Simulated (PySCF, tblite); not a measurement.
`C([P@](=O)(O)C1CC1)(C)C`. The geometry is computed with GFN2-xTB (gas phase).

```
atom  x, y, z in Å
C1    -2.1058    0.8743    0.9268
C2    -1.5392    0.3154   -0.3695
C3    -1.6107   -1.2012   -0.4328
P4     0.1905    0.9308   -0.5707
O5     0.3149    2.3938   -0.6163
O6     0.6722    0.2718   -1.9673
C7     1.2332    0.1119    0.6781
C8     1.8864   -1.1999    0.3749
C9     2.7037    0.0484    0.3892
H10   -3.1715    0.6654    1.0033
H11   -1.6065    0.4283    1.7851
H12   -1.9536    1.9510    0.9610
H13   -2.0851    0.7500   -1.2167
H14   -2.6478   -1.5305   -0.3970
H15   -1.0797   -1.6411    0.4082
H16   -1.1617   -1.5646   -1.3540
H17    0.8992    1.0014   -2.5473
H18    0.9285    0.3191    1.6954
H19    2.0056   -1.9054    1.1844
H20    1.6802   -1.6556   -0.5814
H21    3.3922    0.2152    1.2041
H22    3.0447    0.4408   -0.5582
```

**Question.** What is the longest distance between nuclei?

**Answer.** H10···H21, 6.58 Å; the next longest distance is 6.49 Å.

**Question.** Give the dihedral angles O6–P4–C7–C9, C1–C2–P4–O6, H12–C1–C2–H13, H19–C8–C9–C7, P4–C2–C3–H14.

**Answer.** O6–P4–C7–C9 48° (synclinal); C1–C2–P4–O6 180° (antiperiplanar); H12–C1–C2–H13 -63° (synclinal); H19–C8–C9–C7 -108° (anticlinal); P4–C2–C3–H14 -175° (antiperiplanar). Dihedral signs follow IUPAC: positive where, seen along the central bond, the front bond turns clockwise onto the rear one.

**Question.** Work out the bond lengths C1–H11, C7–C9, C8–H19, C9–H21, C9–H22 in Å.

**Answer.** For C1–H11 the difference vector is (0.4993, -0.4460, 0.8582) Å, of length 1.0885 Å. C1–H11 1.088; C7–C9 1.500; C8–H19 1.080; C9–H21 1.080; C9–H22 1.081 Å.

**Question.** Where is the centre of mass (commonest isotopes), and what is the radius of gyration?

**Answer.** Mass 148.065 u; centre at (0.181, 0.380, -0.261) Å; Rg = √(Σ m r²/M) = 2.019 Å. As Ia + Ib + Ic = 2 Σ m r², the three principal moments sum to 1206.8 u·Å².

**Question.** What are the angles C1–C2–H13, C2–C3–H15, C2–C3–H14, C2–C3–H16, P4–C7–C8, C9–C8–H19?

**Answer.** From the scalar product of the two bond vectors; for C1–C2–H13 it is -0.5460 Å² over 1.5211 × 1.0976 Å², cos θ = -0.3271. C1–C2–H13 109.1°; C2–C3–H15 110.4°; C2–C3–H14 110.2°; C2–C3–H16 110.5°; P4–C7–C8 120.3°; C9–C8–H19 118.6°.

Its GFN2-xTB frequencies are all real (lowest 46 cm⁻¹). The numbers are those of one conformer.
